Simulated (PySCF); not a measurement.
**Spinor energies of Sr⁺ (strontium, charge +1)**

Start: [Kr] 4d1; 4d5/2 filled at m_j = +5/2. Calculated with PySCF 2.14 in x2c-TZVPall-2c with one added diffuse shell each of s, p, d type (9s10p8d1f, 86 functions): generalised Hartree-Fock with the X2C-1e Hamiltonian and a Gaussian nucleus; one run each with spin-orbit coupling (SO) switched off, then screened by Boettger's factors. This is a chosen level, not necessarily the ground level.

```tsv
spinor shell	electrons	ε, spin-free (eV)	ε, screened SO (eV)	weight of nominal j (screened SO)	rms radius, screened SO (bohr)
1s1/2	2	-16201.7	-16201.1	1.000	0.0451
2s1/2	2	-2265.5	-2265.3	1.000	0.187
2p1/2	2	-2007.7	-2054.9	1.000	0.164
3s1/2	2	-383.65	-383.63	1.000	0.524
3p1/2	2	-297.91	-305.50	1.000	0.528
3p3/2	4	-297.91	-294.33	1.000	0.539
3d3/2	4	-156.07	-157.19	1.000	0.545
3d5/2	6	-156.07	-155.32	1.000	0.548
4s1/2	2	-56.843	-56.856	1.000	1.47
4p1/2	2	-33.962	-34.693	0.953	1.67
4p3/2	4	-33.962	-33.644	0.976	1.71
4d5/2	1	-8.636	-8.624	1.000	3.44
```

Where does 2p3/2 lie, and what is the 2p spin-orbit splitting (screened SO)?

At -1985.4 eV, 69.501 eV above 2p1/2.

| quantity | spin-free | screened SO |
| --- | --- | --- |
| E (hartree) | -3176.94503 | -3177.19317 |
| M_J | 5/2 | 5/2 |
| ⟨J²⟩ | 8.754 | 8.754 |
| ⟨L²⟩ | 6.003 | 6.010 |
| ⟨S²⟩ | 0.751 | 0.758 |

Each row is a mean over spinors that exchange with the open shell spreads, by up to 1.738 eV (4p3/2).

Breit and QED terms are absent; they matter most for the inner s and p1/2 levels.

Densities and radii are taken from the X2C orbitals without a picture-change correction, which distorts them close to the nucleus.

Without spin-orbit coupling the j labels of p, d and f shells carry no meaning; the spin-free column gives the mean over the occupied spinors of each nl shell.
